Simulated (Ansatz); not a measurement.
Basis-set extrapolation for `Cc1ccc(O)cc1C` (PBE0-D4/def2-TZVP geometry, frozen core, the Gaussian-basis code of Ansatz). Multiplicity 1, RHF reference.

```
                      def2-TZVPP   def2-QZVPP
                 HF  -383.779845  -383.796442
    MP2 correlation    -1.535638    -1.636419
CCSD(T) correlation    -1.651107      not run
```

Energies in hartree. Use E(X) = E(∞) + A·exp(−7.88·√X) for Hartree–Fock and E(X) = E(∞) + B·X^(−2.97) for correlation, with X = 3 and 4, and add CCSD(T) minus MP2 of the smaller set to the MP2 limit.

Question: What is the CCSD(T) energy at the basis-set limit?

Answer: HF limit: -383.796442 + (-0.016597) × 0.13774 = -383.79873. MP2 limit: -1.636419 + (-0.100781) × 0.74074 = -1.71107. Higher-order term: -1.651107 − (-1.535638) = -0.11547. Total: -385.62527 hartree, 121.9 kcal/mol below CCSD(T)/def2-TZVPP.
